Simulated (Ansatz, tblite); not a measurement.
Forces on `c1cc2ccc3ccc4cncc(c2c1)c34` at its r2SCAN-D4/def2-SVP geometry. Total charge 0; singlet.

The xTB rows come from tblite.

GFN2-xTB (tblite), largest force 0.80 eV/Å:

```xyz
25
positions Å, forces eV/Å
C     1.514   -2.920    1.713    0.065    0.051   -0.329
C     1.848   -2.819    0.372   -0.195    0.066    0.493
C     1.204   -1.660   -0.161   -0.043    0.190   -0.295
C     1.329   -1.265   -1.481   -0.049   -0.013    0.201
C     0.765   -0.157   -2.158   -0.102    0.082    0.149
C    -0.069    0.811   -1.629    0.164   -0.206   -0.088
C    -0.625    1.936   -2.379   -0.268    0.239    0.353
C    -1.403    2.695   -1.554    0.278   -0.260   -0.343
C    -1.388    2.092   -0.224   -0.051    0.023    0.133
C    -1.997    2.446    0.966    0.059   -0.141    0.136
N    -1.830    1.714    2.095    0.353   -0.207   -0.689
C    -1.069    0.640    2.049   -0.069    0.154   -0.131
C    -0.374    0.151    0.886   -0.055    0.029    0.117
C     0.428   -1.036    0.965    0.113   -0.264    0.237
C     0.650   -1.838    2.078    0.030    0.131   -0.407
C    -0.563    0.927   -0.273    0.021   -0.025   -0.011
H     1.850   -3.701    2.398   -0.180    0.403   -0.335
H     2.488   -3.490   -0.201   -0.337    0.340    0.329
H     1.967   -1.914   -2.096   -0.230    0.242    0.202
H     1.019   -0.059   -3.220   -0.090   -0.043    0.393
H    -0.427    2.114   -3.438   -0.095   -0.105    0.555
H    -1.951    3.600   -1.823    0.275   -0.477    0.187
H    -2.639    3.333    1.048    0.284   -0.436    0.060
H    -0.970    0.086    2.990   -0.118    0.355   -0.421
H     0.243   -1.685    3.077    0.239   -0.128   -0.497
```

r2SCAN-D4/def2-TZVP (Ansatz), largest force 0.36 eV/Å:

```
C 0.022 0.002 -0.074
C -0.033 0.020 0.066
C 0.075 -0.036 -0.167
C 0.002 -0.037 0.087
C -0.062 0.079 0.027
C 0.077 -0.124 0.005
C -0.106 0.135 0.067
C 0.083 -0.065 -0.150
C -0.011 -0.056 0.182
C 0.057 0.070 -0.338
N 0.066 -0.103 0.015
C 0.051 -0.069 -0.014
C 0.002 0.036 -0.087
C -0.030 -0.025 0.162
C -0.020 0.054 -0.068
C -0.027 0.011 0.062
H -0.105 0.247 -0.222
H -0.203 0.210 0.188
H -0.174 0.175 0.171
H -0.069 -0.031 0.295
H -0.065 -0.052 0.333
H 0.176 -0.288 0.080
H 0.203 -0.293 -0.003
H -0.044 0.196 -0.299
H 0.136 -0.058 -0.318
```

PBE0-D4/def2-TZVP (Ansatz), largest force 0.51 eV/Å:

```
C 0.054 0.091 -0.385
C -0.120 0.024 0.346
C 0.015 0.097 -0.275
C -0.013 -0.144 0.381
C -0.275 0.330 0.152
C 0.227 -0.334 -0.011
C -0.290 0.303 0.286
C 0.282 -0.278 -0.319
C 0.011 -0.157 0.343
C 0.182 -0.119 -0.316
N 0.240 -0.234 -0.256
C -0.026 0.107 -0.165
C -0.113 0.228 -0.150
C 0.085 -0.239 0.275
C -0.028 0.194 -0.363
C -0.069 0.009 0.206
H -0.108 0.259 -0.240
H -0.214 0.218 0.204
H -0.196 0.196 0.195
H -0.079 -0.033 0.331
H -0.074 -0.047 0.355
H 0.190 -0.307 0.077
H 0.228 -0.325 -0.009
H -0.045 0.211 -0.331
H 0.136 -0.051 -0.333
```
